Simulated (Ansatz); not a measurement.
Two isomers of C3H9BS: A = `CSB(C)C`, B = `CC(C)BS`.

Program: Ansatz. Geometries: PBE0-D4/def2-TZVP. ΔE: electronic, gas phase. CCSD(T)/CBS adds triple-zeta CCSD(T) − MP2 to the extrapolated MP2 energy (def2 sets, frozen cores). DFT in def2-TZVPP. B3LYP here is the variant with VWN-RPA as its local correlation; programs differ in this. One conformer a species, not always the lowest.

A:

```xyz
14

C    -0.044    1.310   -1.924
S    -1.059    0.001   -1.202
B    -0.273   -0.432    0.341
C     1.052    0.253    0.830
C    -0.973   -1.565    1.170
H    -0.065    2.205   -1.304
H    -0.466    1.547   -2.900
H     0.985    0.978   -2.055
H     1.062    1.336    0.683
H     1.896   -0.137    0.247
H     1.267    0.044    1.880
H    -1.851   -2.010    0.698
H    -0.256   -2.365    1.389
H    -1.276   -1.166    2.146
```

B:

Z-matrix (Å, degrees):
```
C
C 1 1.530
H 1 1.093 2 112.0
H 1 1.094 2 110.9 3 120.3
H 1 1.094 2 110.7 3 -120.2
C 2 1.532 1 110.4 3 178.3
B 2 1.567 1 110.2 3 -61.1
H 2 1.097 1 108.3 3 60.0
H 6 1.094 2 111.0 1 61.7
H 6 1.094 2 110.5 1 -57.7
H 6 1.093 2 112.0 1 -177.9
S 7 1.776 2 125.7 1 123.5
H 7 1.198 2 120.6 1 -57.3
H 12 1.346 7 98.8 2 -0.8
```

(1) Which isomer does CCSD(T)/CBS put lower? Give the gap. (Best estimate.)

(2) Give E(B) − E(A) in kJ/mol with B3LYP, LDA (SPW92), CCSD(T)/def2-TZVPP, B3LYP-D4, BLYP-D4, HF/def2-TZVPP, ωB97M-V. (Estimate.)

(3) Does the order hold for the free energy at 298.15 K (harmonic terms from PBE0-D4)? (Best estimate.)

Largest T1 diagnostic: 0.012.

Answers

(1) Ansatz gave: A, by 47.9 kJ/mol.

(2) The calculation gave: B3LYP 51.7, LDA (SPW92) 52.3, CCSD(T)/def2-TZVPP 43.8, B3LYP-D4 52.5, BLYP-D4 53.8, HF/def2-TZVPP 43.4, ωB97M-V 51.1. None reverses the order clearly.

(3) The calculation gave: Yes: G(B) − G(A) = +50.2 kJ/mol, for one conformer each. Modes under 60 cm⁻¹, often nearly free rotors, make the harmonic entropy too high.

Leaving LDA and LC-ωPBE aside and taking each functional with its dispersion term where it has one, the values, not all of them listed here, spread over 7.7 kJ/mol, from ωB97X-V to B97M-V. From BLYP to BHLYP (50 % exact exchange), in def2-TZVPP and without D4, E(B) − E(A) moves by −3.9 kJ/mol.
